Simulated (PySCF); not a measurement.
H7NO2Si2, SMILES O([Si@H](N)O)[SiH3]. Atoms are numbered in the order given.

```xyz
12

N     -2.1494     0.7001     0.5690
Si    -0.9596    -0.1152    -0.3562
O     -0.6079    -1.5800     0.3457
O      0.5203     0.6214    -0.4256
Si     2.0773     0.2709     0.0381
H     -1.9768     0.9479     1.5375
H     -2.7419     1.3882     0.1182
H     -1.4991    -0.2125    -1.7357
H     -1.3604    -2.0860     0.6641
H      2.1626     0.0712     1.5165
H      2.5838    -0.9529    -0.6504
H      2.9318     1.4331    -0.3399
```
Charge 0, spin multiplicity 1.

Geometry optimised at PBE0-D3(BJ)/def2-SVP. The structure was generated by enumeration; whether it is a known compound was not checked. Other conformers were not sampled.

These are PBE/pcSseg-1 (PySCF) values and carry that method's errors.

GIAO shieldings, no solvent; atoms listed in one row are averaged. δ = σ(ref) − σ: ¹⁵N against NH3 (σ = 267.0 ppm); ²⁹Si against TMS (σ = 335.4 ppm); ¹⁷O against H2O (σ = 334.3 ppm); ¹H against TMS (σ = 31.49 ppm), references at their B3LYP-D3(BJ)/def2-TZVP geometries, non-relativistic.

Computed chemical shifts:
```csv
nucleus,atoms,count,δ (ppm)
¹⁵N,N1,1,44.2
²⁹Si,Si5,1,-41.9
²⁹Si,Si2,1,-44.4
¹⁷O,O3,1,62.8
¹⁷O,O4,1,57.9
¹H,"H10, H11, H12",3,5.48
¹H,H8,1,5.06
¹H,H9,1,1.49
¹H,H7,1,1.21
¹H,H6,1,1.04
```
